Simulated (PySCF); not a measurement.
## TDDFT excited states: C8H9F

Species: C8H9F.
SMILES with atom numbers: `[CH:1]#[C:2][C@H:3]1[CH2:4][C@@:5]2([CH2:6][C@@H:7]2[F:8])[CH2:9]1` (hydrogens: H10 on C1; H11 on C3; H12, H13 on C4; H14, H15 on C6; H16 on C7; H17, H18 on C9)

Computed, not measured: PySCF 2.14.0, density-fitted response routines, TDDFT PBE0/def2-SVPD, vertical, gas phase, core orbitals frozen in the response. Geometry: GFN2-xTB; no solvent, vibrations or thermal averaging.

| state | E (eV) | λ (nm) | f | main configurations (H = HOMO, L = LUMO) |
| --- | --- | --- | --- | --- |
| S1 | 6.57 | 188.7 | 0.0000 | H→L+1 (49%), H-1→L (12%) |
| S2 | 6.81 | 182.2 | 0.0022 | H-1→L+1 (40%), H→L (30%) |
| S3 | 6.82 | 181.9 | 0.0029 | H-1→L (35%), H→L+1 (26%), H-1→L+4 (15%) |
| S4 | 7.27 | 170.5 | 0.030 | H→L (50%), H→L+2 (17%) |
| S5 | 7.43 | 166.9 | 0.035 | H-2→L (29%), H-1→L+2 (18%), H-1→L (16%) |
| S6 | 7.44 | 166.7 | 0.036 | H-2→L (25%), H-1→L+2 (23%), H-1→L (16%) |

Triplets, Tamm–Dancoff:

| state | E (eV) | λ (nm) | main configurations (H = HOMO, L = LUMO) |
| --- | --- | --- | --- |
| T1 | 5.37 | 230.9 | H-1→L+1 (39%), H→L+4 (10%), H→L (9%) |
| T2 | 5.88 | 210.7 | H→L+1 (35%), H-1→L (14%), H-1→L+4 (14%) |

The lowest singlet comes at 189 nm (634 kJ/mol) in the vacuum ultraviolet; it is dark (f under 0.0005); its leading configuration is HOMO→LUMO+1 (49%). The largest oscillator strength of a single state is 0.036. S2/S3 and S5/S6 lie within about 0.01 eV of each other in each set. Löwdin shares by element: HOMO carbon 66% or more (atoms not listed hold the other 34%); LUMO carbon 29% or more, hydrogen 11% or more (atoms not listed hold the other 60%). Orbital energies (eV): HOMO-3 -8.45, HOMO-2 -8.01, HOMO-1 -7.74, HOMO -7.58, LUMO 0.62, LUMO+1 0.84, LUMO+2 1.04. The listed states span 0.87 eV, and the widest gap between neighbours is 0.46 eV (S3 to S4). The oscillator strengths of these states sum to 0.106; summed over the whole spectrum of an exact calculation they would give the number of electrons, 66 (Thomas–Reiche–Kuhn). Singlets were solved by full linear response, triplets in the Tamm–Dancoff approximation.

Time: 58 s of wall time; peak memory 1.1 GiB. Hardware: one thread, Arm Neoverse V1 (aarch64), on a shared host.
